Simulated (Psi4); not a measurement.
Pair of molecules: SiH4 (SMILES [SiH4]) (first 5 atoms) with C2H6 (SMILES CC); geometry from B3LYP-D3(BJ)/def2-TZVP, rigid monomers moved along the line of their centres of mass till Si1···C7 is 6.74 Å.
(charge 0, multiplicity 1):
```xyz
13

Si    -0.26225    -0.05829     0.21814
H     -0.04980     1.27412     0.82570
H     -1.64617    -0.50910     0.48458
H      0.69437    -1.02383     0.80310
H     -0.04378     0.02656    -1.24400
C      1.21966     0.33010     7.15196
C     -0.22805    -0.10971     6.95642
H      1.71588     0.49968     6.19469
H      1.79409    -0.42556     7.69142
H      1.27801     1.25912     7.72243
H     -0.80366     0.64556     6.41754
H     -0.72487    -0.27906     7.91374
H     -0.28753    -1.03973     6.38753
```

Computed with SAPT0/jun-cc-pV(D+d)Z (Psi4).

Question: Which attractive term is largest, and how does the interaction split up?

Answer: electrostatics 0.00, exchange 0.00, induction 0.00, dispersion -0.04, total -0.04 kcal/mol; the largest attraction is dispersion.
